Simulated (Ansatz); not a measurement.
A nudged elastic band was laid between two geometries of CH5FOSi (9 atoms, charge 0, multiplicity 1).

Computed with Ansatz 0.2.0, RKS B3LYP/cc-pVDZ.

```
movable images  : 3
climbing image  : no
spring          : 5.0 eV/Å²
optimiser       : quadratic models (default)
start path      : through a guess of the saddle point
force threshold : 0.03 eV/Å
iteration limit : 60
end points      : relaxed
```

Initial state:

```xyz
9
Properties=species:S:1:pos:R:3
Si 0.004 -0.027 0.287
H 0.753 0.200 1.546
F 1.096 -0.169 -0.942
O -0.959 1.315 0.070
C -1.950 1.429 -0.946
H -2.538 0.499 -1.056
H -2.635 2.244 -0.664
H -1.493 1.675 -1.920
H -0.809 -1.278 0.252
```

Final state:

```xyz
9
Properties=species:S:1:pos:R:3
Si -0.716 -0.544 0.652
H 1.735 0.493 1.004
F 1.511 0.455 0.099
O -1.622 0.845 0.326
C -2.091 1.337 -0.921
H -3.177 1.514 -0.856
H -1.597 2.298 -1.147
H -1.887 0.626 -1.744
H -0.687 -1.137 -0.785
```

Task: What changes between the two ends?

Result: Bonds broken: Si1–H2, Si1–F3. Bonds formed: H2–F3. CH5FOSi becomes CH4OSi + FH.

Task: What energy profile does the band end with?

Result: The forces met the threshold. The highest image is number 3 of 0 to 4, 2.86 eV above the first end and 0.03 eV above the last; the last end lies 2.83 eV above the first. Neighbouring images differ by up to 2.6 eV, so the band resolves the path poorly. No image climbed, so the highest image needn't sit at the top of the path. So few images can step over the top or miss a turn of the path. The orbitals stay closed-shell, which can raise the energy where a bond breaks towards radicals; this wasn't checked here.

```json
{"image": "0", "path coordinate (Å)": "0.00", "energy (eV)": "0.00", "Si1–H2 (Å)": "1.48", "Si1–F3 (Å)": "1.65", "H2–F3 (Å)": "2.54"}
{"image": "1", "path coordinate (Å)": "1.12", "energy (eV)": "0.02", "Si1–H2 (Å)": "1.48", "Si1–F3 (Å)": "1.65", "H2–F3 (Å)": "2.53"}
{"image": "2", "path coordinate (Å)": "2.25", "energy (eV)": "2.61", "Si1–H2 (Å)": "1.64", "Si1–F3 (Å)": "1.77", "H2–F3 (Å)": "1.64"}
{"image": "3", "path coordinate (Å)": "3.37", "energy (eV)": "2.86", "Si1–H2 (Å)": "2.68", "Si1–F3 (Å)": "2.49", "H2–F3 (Å)": "0.93"}
{"image": "4", "path coordinate (Å)": "4.50", "energy (eV)": "2.83", "Si1–H2 (Å)": "2.68", "Si1–F3 (Å)": "2.50", "H2–F3 (Å)": "0.93"}
```

Task: What is the geometry of the highest image?

Result: 
```xyz
9
Properties=species:S:1:pos:R:3
Si -0.788 -0.379 0.827
H 1.806 0.299 0.801
F 1.477 0.151 -0.060
O -1.516 1.068 0.340
C -2.027 1.408 -0.944
H -3.069 1.060 -1.048
H -2.017 2.506 -1.047
H -1.425 0.964 -1.756
H -0.972 -1.189 -0.486
```

The run took 62 s on 2 threads of Arm Neoverse V2, with other jobs on the host, peak memory 0.16 GiB.
